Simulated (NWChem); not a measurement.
Species: GeH$_{4}$TeS; SMILES [GeH3][Te]S

```xyz
7

Te    -0.6616     0.6693     0.0053
S      1.5663     1.6398     0.0500
H      1.7349     1.7029    -1.2908
Ge     0.2045    -1.7527     0.0063
H      1.0539    -1.9920     1.2639
H     -1.0326    -2.6716     0.0077
H      1.0443    -1.9952    -1.2590
```
Atoms are numbered in this order, from 1.

Computed with NWChem. Coordinates come from a PBE0/def2-SVP optimisation. def2 effective core potentials on Te; no spin-orbit coupling.

Task: What does the run give for PBE/def2-SVP? Quantities: highest occupied level (eV); orbital gap (eV); dipole (D).

Result: 
| Quantity | Value |
|---|---|
| highest occupied level (eV) | -5.41 |
| orbital gap (eV) | 2.77 |
| dipole (D) | 1.28 |
